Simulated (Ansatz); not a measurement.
A run for Ansatz (a first-principles code): U-wB97X-V/def2-TZVPP on CoAs, 2S+1 = 3, a spin state set in the input, which need not be the lowest, a point of a bond scan (R = 2.218 Å).

Ansatz 0.2 input:
```yaml
crystal:
  periodic: [false, false, false]
  atoms:
    - {symbol: Co, position_ang: [0.00000000, 0.00000000, 0.00000000]}
    - {symbol: As, position_ang: [0.00000000, 0.00000000, 2.21823100]}
basis:
  gaussian:
    orbitals: def2-TZVPP
    pivot_positions_ang: [[0.00000000, 0.00000000, 0.00000000], [0.00000000, 0.00000000, 2.21823100]]
hamiltonian:
  xc: {name: wB97X-V}
magnetization: {spin_polarized: true, initial_magnetization: 2}
output: {forces: true, orbitals: {seedname: ./end}}
```

The head of its log:

```
WARN ansatz: RAYON_NUM_THREADS=1 ignored (pool sized by the plan → 1); use --threads N
Functional definition: wB97X-V
integrals: 0.07 GiB planned
841 factors; integrals over basis functions are off by at most 3.9e-4 eV
integrals: 0.13 GiB planned
143 factors; integrals over basis functions are off by at most 5.8e-5 eV
mean field: 0.97 GiB planned
mean field evaluation 1: about -98406.4103 eV, gradient 1.4e2 eV
mean field evaluation 2: about -97711.4616 eV, gradient 3.5e2 eV
```

Predict the final total energy.

-3618.2267 hartree. Its determinant has ⟨S²⟩ = 2.88, a mixture of spin states.
